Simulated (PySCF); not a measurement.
## Distorted geometries of LaF3(NH3)

LaF3(NH3) (singlet). PySCF 2.14.0, RKS BP86, La lcecp-1-SVP with ECP46, F def2-SVP, N def2-SVP, H def2-SVP; non-relativistic Hamiltonian with scalar-relativistic core potentials where named; density fitting; no spin-orbit coupling. Relaxed geometry:

```xyz
8

La    0.1152   -0.1152    0.1152
F     1.2121    1.3854    1.2121
F    -1.3854   -1.2121    1.2121
F     1.2121   -1.2121   -1.3854
N    -1.4589    1.4589   -1.4589
H    -2.0808    2.0808   -0.9184
H    -0.9184    2.0808   -2.0808
H    -2.0808    0.9184   -2.0808
```

Q: Order these distorted geometries by energy above the relaxed one, lowest first.
A.
```xyz
8

La    0.0399   -0.1912    0.1457
F     1.3567    1.4431    1.2898
F    -1.4162   -1.0906    1.2449
F     1.2391   -1.3076   -1.5773
N    -1.4762    1.4107   -1.4397
H    -2.0506    2.1441   -0.9477
H    -0.8623    2.0494   -1.9397
H    -2.2155    0.9273   -2.1612
```
B.
```xyz
8

La    0.3191   -0.1896    0.2168
F     1.1571    1.2924    1.0922
F    -1.3814   -1.2109    1.1564
F     1.1770   -1.0824   -1.3029
N    -1.4756    1.5476   -1.5273
H    -2.1635    2.2055   -0.8284
H    -0.9780    1.9526   -2.1010
H    -2.0398    0.8699   -2.0908
```
C.
```xyz
8

La    0.1151   -0.0856    0.1152
F     1.2551    1.3892    1.1955
F    -1.4008   -1.2117    1.2182
F     1.2433   -1.2475   -1.4133
N    -1.4899    1.4471   -1.4117
H    -2.1130    2.1009   -0.9061
H    -0.9115    2.0652   -2.1146
H    -2.0835    0.9275   -2.0683
```

A: C (0.14 eV), A (1.05 eV), B (2.68 eV).

Q: Which forces (eV/Å) act in the one that lies 0.14 eV up?

A: 
```
La   0.27 -0.93 -0.34
F   -0.05 -0.01 -0.01
F    0.35  0.30 -0.23
F   -0.54  0.58  0.66
N    1.34  1.38 -1.57
H    0.06 -0.03 -0.13
H   -1.06 -1.00  1.58
H   -0.36 -0.28  0.03
```
Forces carry noise of the integration grid, about 0.01 to 0.03 eV/Å.
